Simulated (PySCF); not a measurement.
## From a log to its input

A PySCF 2.14 run on the atoms Cs 0 0 0; Si 0 0 3.486 (angstrom) printed this (some set-up lines and the per-cycle HOMO/LUMO lines with their warnings removed):

```
PySCF version 2.14.0

[INPUT] verbose = 4
[INPUT] num. atoms = 2
[INPUT] num. electrons = 23
[INPUT] charge = 0
[INPUT] spin (= nelec alpha-beta = 2S) = 3
[INPUT] symmetry False subgroup None
[INPUT] Mole.unit = angstrom

nuclear repulsion = 19.1268871416868
number of shells = 21
number of NR pGTOs = 80
number of NR cGTOs = 51
basis = def2-svpd
ecp = {'Cs': 'def2-svpd'}

******** <class 'pyscf.scf.uhf.UHF'> ********
method = UHF
initial guess = minao
damping factor = 0
level_shift factor = 0
DIIS = <class 'pyscf.scf.diis.CDIIS'>
diis_start_cycle = 1
diis_space = 8
diis_damp = 0
SCF conv_tol = 1e-09
SCF conv_tol_grad = None
SCF max_cycles = 50
direct_scf = True
direct_scf_tol = 1e-13
number electrons alpha = 13  beta = 10
Set gradient conv threshold to 3.16228e-05
init E= -305.01146014687

cycle= 1 E= -308.617870659412  delta_E= -3.61  |g|= 0.224  |ddm|= 1.69
cycle= 2 E= -308.646264306815  delta_E= -0.0284  |g|= 0.0412  |ddm|= 0.526
cycle= 3 E= -308.650407398335  delta_E= -0.00414  |g|= 0.018  |ddm|= 0.198
cycle= 4 E= -308.652093019738  delta_E= -0.00169  |g|= 0.0103  |ddm|= 0.132
cycle= 5 E= -308.652901477485  delta_E= -0.000808  |g|= 0.00417  |ddm|= 0.126
cycle= 6 E= -308.653016656776  delta_E= -0.000115  |g|= 0.000923  |ddm|= 0.0596
cycle= 7 E= -308.653019924949  delta_E= -3.27e-06  |g|= 0.000376  |ddm|= 0.0104
cycle= 8 E= -308.653020417742  delta_E= -4.93e-07  |g|= 0.000184  |ddm|= 0.00282
cycle= 9 E= -308.65302056886  delta_E= -1.51e-07  |g|= 0.000106  |ddm|= 0.000823
cycle= 10 E= -308.653020639372  delta_E= -7.05e-08  |g|= 4.73e-05  |ddm|= 0.000653
cycle= 11 E= -308.653020654949  delta_E= -1.56e-08  |g|= 1.5e-05  |ddm|= 0.000395
cycle= 12 E= -308.65302065641  delta_E= -1.46e-09  |g|= 5.01e-06  |ddm|= 0.000129
cycle= 13 E= -308.653020656561  delta_E= -1.51e-10  |g|= 1.23e-06  |ddm|= 4.03e-05
Extra cycle  E= -308.653020656566  delta_E= -4.55e-12  |g|= 7.03e-07  |ddm|= 7.03e-06
converged SCF energy = -308.653020656566  <S^2> = 3.7510703  2S+1 = 4.0005351
polarizability (a.u.)
Isotropic polarizability 99.664836574
Polarizability anisotropy 33.120894488
[[ 88.6245   0.      -0.    ]
 [  0.      88.6245   0.    ]
 [ -0.       0.     121.7454]]
Dipole moment(X, Y, Z, Debye):  0.00000, -0.00000, -12.25445
orbital energies (hartree): [array([-0.2106, -0.2026, -0.2026, -0.012 ,  0.0057,  0.0057]), array([-0.6926, -0.6857, -0.3337, -0.0123,  0.0055,  0.0055])]
```

Task: Write the input that gave this log.

Result: The input was:

```python
from pyscf import gto, scf
from pyscf.prop.polarizability import uhf as pol

mol = gto.M(
    atom='Cs 0 0 0; Si 0 0 3.486',
    basis='def2-svpd',
    ecp={'Cs': 'def2-svpd'},
    charge=0,
    spin=3,
    verbose=4,
)
mf = scf.UHF(mol)
mf.kernel()
print('polarizability (a.u.)')
print(pol.Polarizability(mf).polarizability().round(4))
mf.dip_moment()
print('orbital energies (hartree):', [e[max(0, n-3):n+3].round(4) for e, n in zip(mf.mo_energy, mol.nelec)])
```

The bond length is a typed value, not an optimised one. No search for the lowest solution was made.
